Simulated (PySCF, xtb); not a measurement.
C2H5ClSi, SMILES C=C[SiH2]Cl.

GFN2-xTB (xtb) at its own geometry gives an orbital gap of 4.44 eV and a dipole moment of 1.99 D.

The structure is a stationary point at ωB97X-D3(BJ)/def2-SVP. Other conformers were not sampled.

Problem. What does HF/def2-TZVP run with PySCF give? (The exact figures need the calculation; the answer reports its results.)

Solution. gap 13.49 eV (levels -10.71 and 2.78 eV), dipole 2.15 D.
